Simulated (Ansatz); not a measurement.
`FC(Cl)(Br)Br` + H₂ → `ClC(Br)Br` + H–F at 700 K and 1 bar (hydrogenolysis of a C–F bond).

Isolated molecules relaxed with PBE0-D4/def2-TZVP in Ansatz; ΔE leaves out vibrations. CCSD(T)/CBS adds triple-zeta CCSD(T) − MP2 to the extrapolated MP2 energy (def2 sets, frozen cores). This one scheme is used for every species. For Br outer-core shells are correlated without core-valence functions, which leaves a few kJ/mol of doubt a bond. Scalar relativity is left out up to krypton.

```json
{"species": "`FC(Cl)(Br)Br`", "CCSD(T)/CBS energy (Eh)": "-5744.22721", "H − E (kJ/mol)": "81.6", "S (J/(mol·K))": "421.3"}
{"species": "H₂", "CCSD(T)/CBS energy (Eh)": "-1.17544", "H − E (kJ/mol)": "46.8", "S (J/(mol·K))": "155.3"}
{"species": "`ClC(Br)Br`", "CCSD(T)/CBS energy (Eh)": "-5645.05041", "H − E (kJ/mol)": "97.4", "S (J/(mol·K))": "396.3"}
{"species": "H–F", "CCSD(T)/CBS energy (Eh)": "-100.39570", "H − E (kJ/mol)": "45.2", "S (J/(mol·K))": "198.5"}
```

H − E and S are ideal-gas, rigid-rotor, harmonic terms from PBE0-D4/def2-TZVP. The MP2-based limit puts H₂ 0.8 mEh under its directly extrapolated value; such offsets cancel only in part. 1 Eh = 2625.50 kJ/mol, R = 8.31446 J/(mol·K).

Task: By hand: ΔE, ΔH, ΔS and ΔG.

Result: ΔE = (-5645.05041) + (-100.39570) − (-5744.22721) − (-1.17544) = -0.04346 Eh = -114.1 kJ/mol. Δ(H − E) = 97.4 + 45.2 − 81.6 − 46.8 = 14.2, so ΔH = -99.9 kJ/mol. ΔS = 396.3 + 198.5 − 421.3 − 155.3 = 18.2 J/(mol·K). ΔG = -99.9 − 700 × (18.2)/1000 = -112.6 kJ/mol.

Task: By hand: the equilibrium constant, and the temperature at which ΔG would vanish if ΔH and ΔS stayed fixed.

Result: log₁₀ K = −ΔG/(RT ln 10) = 8.4. ΔH and −TΔS have one sign here, so there is no such temperature.

ΔH outweighs TΔS. A doubt of 5 kJ/mol in ΔE shifts log₁₀ K by 0.4 here. These are equilibria of isolated gas molecules and say nothing of rates. Largest T1 diagnostic: 0.009 (customary marks: 0.02 for closed shells, 0.045 for open ones).
